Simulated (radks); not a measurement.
All-electron atom: Sn37+ in [Ne] 3s2 3p1 (the NIST ground configuration).

Method: non-relativistic Kohn-Sham, TPSS, spin-polarised, spherical densities, point nucleus; open shells are filled with parallel spins first (spin-orbit coupling, left out, can overturn this in heavy ions); meta-GGA in the generalised Kohn-Sham scheme; relativity is left out, which matters for an element this heavy; computed with a radial shooting solver on a logarithmic mesh with Libxc functionals.

Energy parts (Ry):
| part | energy |
|---|---|
| total | -9722.98592 |
| kinetic | 9721.90118 |
| electron-nucleus | -20503.14353 |
| Hartree | 1238.94886 |
| exchange-correlation | -180.69243 |

Orbitals (lengths in bohr, moments of r in powers of bohr; r(max) is where P^2 peaks; r(90%) holds 90 % of the orbital's charge):
orbital  occ.  eigenvalue (Ry)  r(90%)   r(max)
1s up       1        -2220.662  0.0540  0.02014
1s down     1        -2220.493  0.0540  0.02014
2s up       1        -457.9069   0.198   0.1106
2s down     1        -457.7860   0.198   0.1106
2p up       3        -440.1867   0.178  0.08650
2p down     3        -440.0031   0.178  0.08653
3s up       1        -183.8660   0.447   0.2943
3s down     1        -183.0776   0.448   0.2946
3p up       1        -177.5156   0.435   0.2780
3p down     0        -176.7348   0.435   0.2782

The highest occupied level is 3p up at -2415.2 eV. Spin moment in Bohr magnetons: 1. The spin density at the nucleus is 1.838 e/bohr^3 (1s -1.853, 2s -0.163, 3s 3.854). The electron density at the nucleus is 8.855e+04 e/bohr^3. Virial ratio -V/T = 2.00011. The density falls to 0.001 e/bohr^3 at r = 0.82 bohr. For comparison, the ionisation energy in NIST's Atomic Spectra Database is 2499 eV (semi-empirical). In exact Kohn-Sham theory the highest level is minus the ionisation energy, but local and semilocal functionals leave it too shallow, through self-interaction and a potential that decays too fast; potentials with the right tail come closer.
